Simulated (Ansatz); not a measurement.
The same molecule with X = F, Cl, Br, I. Ansatz, PBE0-D4/def2-TZVP geometries, multiplicity 1.

Elements past krypton have def2 core potentials. Outer-core shells of Br, I, Sn are correlated without core-valence functions. Scalar relativity is left out up to krypton. Spin–orbit coupling is left out.

| X | molecule | vertical ionisation energy (CCSD(T)/def2-TZVPP) / eV | mean X–Sn bond length / Å | HOMO–LUMO gap (ωB97M-V/def2-TZVPP) / eV | HOMO–LUMO gap (PBE/def2-TZVPP) / eV | LUMO energy (ωB97M-V/def2-TZVPP) / eV |
| --- | --- | --- | --- | --- | --- | --- |
| F | `[F][SnH3]` | 12.06 | 1.926 | 12.31 | 6.26 | 0.68 |
| Cl | `[Cl][SnH3]` | 11.09 | 2.334 | 11.63 | 5.57 | 0.76 |
| I | `[SnH3][I]` | 9.66 | 2.684 | 9.98 | 4.25 | 0.33 |

Problem. Give the row for X = Br, `[Br][SnH3]`. (Estimate.)

Solution. The calculation gave: 
```tsv
X	molecule	vertical ionisation energy (CCSD(T)/def2-TZVPP) / eV	mean X–Sn bond length / Å	HOMO–LUMO gap (ωB97M-V/def2-TZVPP) / eV	HOMO–LUMO gap (PBE/def2-TZVPP) / eV	LUMO energy (ωB97M-V/def2-TZVPP) / eV
Br	`[Br][SnH3]`	10.49	2.483	10.96	4.99	0.60
```

From F to I the vertical ionisation energy (CCSD(T)/def2-TZVPP) falls at each step, by 2.40 eV in all; the mean X–Sn bond length rises at each step, by 0.758 Å in all; the HOMO–LUMO gap (ωB97M-V/def2-TZVPP) falls at each step, by 2.33 eV in all; the HOMO–LUMO gap (PBE/def2-TZVPP) falls at each step, by 2.01 eV in all; the LUMO energy (ωB97M-V/def2-TZVPP) isn't monotonic: highest at Cl, lowest at I. Bonds lengthen as the atom grows down the group.
